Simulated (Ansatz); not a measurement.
`[F][InH][SeH]` + HCl → `[F][InH][Cl]` + H₂Se at 400 K and 1 bar (ligand exchange at the In–Se bond).

Computed with Ansatz on PBE0-D4/def2-TZVP structures; ΔE is electronic, products minus reactants. CCSD(T)/CBS is the MP2 limit (def2-TZVPP, def2-QZVPP) plus CCSD(T) − MP2 in def2-TZVPP, frozen cores. This one scheme is used for every species. def2 core potentials past Kr. For In, Se outer-core shells are correlated without core-valence functions, which leaves a few kJ/mol of doubt a bond. Scalar relativity is left out up to krypton. One conformer a species, not always the lowest.

```csv
species,CCSD(T)/CBS energy (Eh),H − E (kJ/mol),S (J/(mol·K))
`[F][InH][SeH]`,-2691.57127,66.5,354.5
HCl,-460.38127,29.6,195.4
`[F][InH][Cl]`,-750.05448,44.4,327.9
H₂Se,-2401.89790,49.4,229.5
```

H − E and S are ideal-gas, rigid-rotor, harmonic terms from PBE0-D4/def2-TZVP, for one conformer and one mirror image of each species. 1 Eh = 2625.50 kJ/mol, R = 8.31446 J/(mol·K).

Question: By hand: ΔE, ΔH, ΔS and ΔG.

Answer: ΔE = (-750.05448) + (-2401.89790) − (-2691.57127) − (-460.38127) = 0.00016 Eh = 0.4 kJ/mol. Δ(H − E) = 44.4 + 49.4 − 66.5 − 29.6 = -2.3, so ΔH = -1.9 kJ/mol. ΔS = 327.9 + 229.5 − 354.5 − 195.4 = 7.5 J/(mol·K). ΔG = -1.9 − 400 × (7.5)/1000 = -4.9 kJ/mol.

Question: By hand: the equilibrium constant, and the temperature at which ΔG would vanish if ΔH and ΔS stayed fixed.

Answer: log₁₀ K = −ΔG/(RT ln 10) = 0.6. ΔH and −TΔS have one sign here, so there is no such temperature. One of them is within its doubt of zero, so this could turn.

TΔS isn't small against ΔH here. The sign of ΔG lies within the doubt. A doubt of 5 kJ/mol in ΔE shifts log₁₀ K by 0.7 here. Other conformers and mirror images would add mixing entropy, several J/(mol·K) or more a flexible species. These are equilibria of isolated gas molecules and say nothing of rates. Largest T1 diagnostic: 0.015 (customary marks: 0.02 for closed shells, 0.045 for open ones).
